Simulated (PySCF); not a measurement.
C3H10SeSiTe (SMILES C[Si](C)(C)[Te][SeH]), singlet, geometry from GFN2-xTB (core potentials on Te); DF-PBE0/def2-SVP (PySCF).

Input for PySCF:
```python
from pyscf import gto, scf, dft

mol = gto.M(
    atom='''
Te    0.71504473    0.15333669    0.86326723
Se   -0.40075769    2.04684016   -0.33946640
H     0.64335450    2.34029872   -1.29264029
Si   -0.41410767   -1.65309582   -0.55658850
C    -2.29594200   -1.60158671   -0.25486492
C     0.33766564   -3.29989518    0.02138170
C    -0.03328339   -1.32193794   -2.39615265
H    -2.82031241   -2.31041168   -0.88873868
H    -2.53800447   -1.83424805    0.77852374
H    -2.68917133   -0.61142401   -0.46959598
H     0.15690361   -3.46641305    1.07830646
H     1.41052930   -3.32513903   -0.13884376
H    -0.09950594   -4.12867536   -0.52463691
H     1.03397796   -1.36303230   -2.59608163
H    -0.38594650   -0.33533735   -2.68506163
H    -0.52152325   -2.04783134   -3.03921563
''',
    basis='def2-svp',
    ecp={'Te': 'def2-svp'},
    verbose=4,
    max_memory=1800,
)

mf = dft.RKS(mol)
mf.xc = 'pbe0'
mf = mf.density_fit(auxbasis='def2-universal-jkfit')
mf.kernel()
```

Output, abridged:

```
PySCF version 2.14.0

[INPUT] verbose = 4
[INPUT] num. atoms = 16
[INPUT] num. electrons = 100
[INPUT] charge = 0
[INPUT] spin (= nelec alpha-beta = 2S) = 0
[INPUT] symmetry False subgroup None
[INPUT] Mole.unit = angstrom
[INPUT] Symbol           X                Y                Z      unit          X                Y                Z       unit  Magmom
[INPUT]  1 Te     0.715044730000   0.153336690000   0.863267230000 AA    1.351238706514   0.289764348947   1.631338637012 Bohr   0.0
[INPUT]  2 Se    -0.400757690000   2.046840160000  -0.339466400000 AA   -0.757322276413   3.867967323161  -0.641498524492 Bohr   0.0
[INPUT]  3 H      0.643354500000   2.340298720000  -1.292640290000 AA    1.215763806006   4.422523630470  -2.442736125678 Bohr   0.0
[INPUT]  4 Si    -0.414107670000  -1.653095820000  -0.556588500000 AA   -0.782550082382  -3.123898357463  -1.051799829082 Bohr   0.0
[INPUT]  5 C     -2.295942000000  -1.601586710000  -0.254864920000 AA   -4.338701577886  -3.026560246643  -0.481624897559 Bohr   0.0
[INPUT]  6 C      0.337665640000  -3.299895180000   0.021381700000 AA    0.638095581276  -6.235898129972   0.040405557078 Bohr   0.0
[INPUT]  7 C     -0.033283390000  -1.321937940000  -2.396152650000 AA   -0.062896491597  -2.498100660272  -4.528072261151 Bohr   0.0
[INPUT]  8 H     -2.820312410000  -2.310411680000  -0.888738680000 AA   -5.329618040612  -4.366045310196  -1.679472701507 Bohr   0.0
[INPUT]  9 H     -2.538004470000  -1.834248050000   0.778523740000 AA   -4.796133351222  -3.466226459018   1.471196650072 Bohr   0.0
[INPUT] 10 H     -2.689171330000  -0.611424010000  -0.469595980000 AA   -5.081797315732  -1.155423924883  -0.887407791397 Bohr   0.0
[INPUT] 11 H      0.156903610000  -3.466413050000   1.078306460000 AA    0.296504850856  -6.550571299118   2.037703887749 Bohr   0.0
[INPUT] 12 H      1.410529300000  -3.325139030000  -0.138843760000 AA    2.665514067674  -6.283602092802  -0.262376680505 Bohr   0.0
[INPUT] 13 H     -0.099505940000  -4.128675360000  -0.524636910000 AA   -0.188038974367  -7.802065687640  -0.991420074738 Bohr   0.0
[INPUT] 14 H      1.033977960000  -1.363032300000  -2.596081630000 AA    1.953935163236  -2.575757745936  -4.905883277714 Bohr   0.0
[INPUT] 15 H     -0.385946500000  -0.335337350000  -2.685061630000 AA   -0.729333183734  -0.633695750837  -5.074031108278 Bohr   0.0
[INPUT] 16 H     -0.521523250000  -2.047831340000  -3.039215630000 AA   -0.985536110093  -3.869840381901  -5.743285174197 Bohr   0.0

nuclear repulsion = 694.680609971548
number of shells = 78
number of NR pGTOs = 313
number of NR cGTOs = 168
basis = def2-svp
ecp = {'Te': 'def2-svp'}

******** <class 'pyscf.df.df_jk.DFRKS'> ********
method = DFRKS
initial guess = minao
damping factor = 0
level_shift factor = 0
DIIS = <class 'pyscf.scf.diis.CDIIS'>
diis_start_cycle = 1
diis_space = 8
diis_damp = 0
SCF conv_tol = 1e-09
SCF conv_tol_grad = None
SCF max_cycles = 50
direct_scf = False
XC library pyscf.dft.libxc version 7.1.2
    S. Lehtola, C. Steigemann, M. J. T. Oliveira, and M. A. L. Marques,  SoftwareX 7, 1–5 (2018)
XC functionals = pbe0
    C. Adamo and V. Barone,  J. Chem. Phys. 110, 6158 (1999)
    M. Ernzerhof and G. E. Scuseria,  J. Chem. Phys. 110, 5029 (1999)
radial grids:
    Treutler-Ahlrichs [JCP 102, 346 (1995); DOI:10.1063/1.469408] (M4) radial grids

becke partition: Becke, JCP 88, 2547 (1988); DOI:10.1063/1.454033
pruning grids: <function nwchem_prune>
grids dens level: 3
symmetrized grids: False
atomic radii adjust function: <function treutler_atomic_radii_adjust>
small_rho_cutoff = 0
Set gradient conv threshold to 3.16228e-05
Initial guess from minao.
tot grids = 202000
******** <class 'pyscf.df.df.DF'> ********
auxbasis = def2-universal-jkfit
init E= -3049.90190934196
  HOMO = -0.616036288656479  LUMO = -0.601166106232058  gap/eV = 0.40464
cycle= 1 E= -3075.85693376842  delta_E=  -26  |g|=  3.1  |ddm|=  9.3
  HOMO = 0.00845708424567466  LUMO = 0.0583343873753452  gap/eV = 1.35723
cycle= 2 E= -3070.71269002852  delta_E= 5.14  |g|= 3.99  |ddm|= 24.7
  HOMO = -0.213508075943992  LUMO = -0.10740284217524  gap/eV = 2.88727
cycle= 3 E= -3078.02349651302  delta_E= -7.31  |g|= 1.03  |ddm|= 23.8
  HOMO = -0.203386402027716  LUMO = -0.0779125858954025  gap/eV = 3.41432
cycle= 4 E= -3078.37832033597  delta_E= -0.355  |g|= 0.526  |ddm|= 2.34
  HOMO = -0.20810776209919  LUMO = -0.0403737125469092  gap/eV = 4.56428
cycle= 5 E= -3078.45772683362  delta_E= -0.0794  |g|= 0.159  |ddm|= 0.86
  HOMO = -0.226595130980644  LUMO = -0.0570778193798844  gap/eV = 4.61280
cycle= 6 E= -3078.46415587098  delta_E= -0.00643  |g|= 0.034  |ddm|= 0.233
  HOMO = -0.228439963474734  LUMO = -0.0575255192924757  gap/eV = 4.65082
cycle= 7 E= -3078.46442622548  delta_E= -0.00027  |g|= 0.013  |ddm|= 0.0531
  HOMO = -0.22808447328752  LUMO = -0.0571679656029929  gap/eV = 4.65088
cycle= 8 E= -3078.46447379243  delta_E= -4.76e-05  |g|= 0.00284  |ddm|= 0.0187
  HOMO = -0.227854632897445  LUMO = -0.0568325485729773  gap/eV = 4.65375
cycle= 9 E= -3078.46447642069  delta_E= -2.63e-06  |g|= 0.000636  |ddm|= 0.00544
  HOMO = -0.227843803864342  LUMO = -0.0568397750166696  gap/eV = 4.65326
cycle= 10 E= -3078.46447655607  delta_E= -1.35e-07  |g|= 0.000181  |ddm|= 0.00123
  HOMO = -0.227848174722858  LUMO = -0.0568450895328212  gap/eV = 4.65323
cycle= 11 E= -3078.46447656647  delta_E= -1.04e-08  |g|= 4.63e-05  |ddm|= 0.000316
  HOMO = -0.227849400830232  LUMO = -0.0568460556706611  gap/eV = 4.65324
cycle= 12 E= -3078.46447656723  delta_E= -7.56e-10  |g|= 1.52e-05  |ddm|= 0.000101
  HOMO = -0.227848905260341  LUMO = -0.0568450931240463  gap/eV = 4.65325
Extra cycle  E= -3078.46447656724  delta_E= -1.05e-11  |g|= 1.62e-05  |ddm|= 5.16e-05
converged SCF energy = -3078.46447656724
```
